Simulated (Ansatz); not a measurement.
Compare A (`F[C@@H]1[O][Ge@H]1[SiH3]`) with its isomer B (`F[Si]1([GeH3])CO1`).

Isolated molecules relaxed with PBE0-D4/def2-TZVP in Ansatz; ΔE leaves out vibrations. CCSD(T)/CBS is the MP2 limit (def2-TZVPP, def2-QZVPP) plus CCSD(T) − MP2 in def2-TZVPP, frozen cores. DFT in def2-TZVPP. B3LYP here is the variant with VWN-RPA as its local correlation; programs differ in this. For Ge outer-core shells are correlated without core-valence functions, which leaves a few kJ/mol of doubt a bond. Scalar relativity is left out up to krypton.

**Question.** Which isomer does CCSD(T)/CBS put lower? Give the gap. (Estimate.)

**Answer.** The calculation gave: B, by 252.1 kJ/mol.

**Question.** Give E(B) − E(A) in kJ/mol with CCSD/def2-TZVPP, HF/def2-TZVPP, B3LYP, MP2/def2-TZVPP, B2PLYP, B3LYP-D4, ωB97M-V. (Estimate.)

**Answer.** The calculation gave: CCSD/def2-TZVPP -256.6, HF/def2-TZVPP -271.0, B3LYP -241.1, MP2/def2-TZVPP -257.8, B2PLYP -248.2, B3LYP-D4 -242.6, ωB97M-V -253.3. None reverses the order clearly.

Largest T1 diagnostic: 0.016.

From PBE to PBE0 (25 % exact exchange), in def2-TZVPP and without D4, E(B) − E(A) moves by −16.9 kJ/mol. In def2-TZVPP, CCSD(T) changes the Hartree–Fock value by +22.2 kJ/mol (the triples alone add +7.8 kJ/mol) and MP2 by +13.2 kJ/mol.
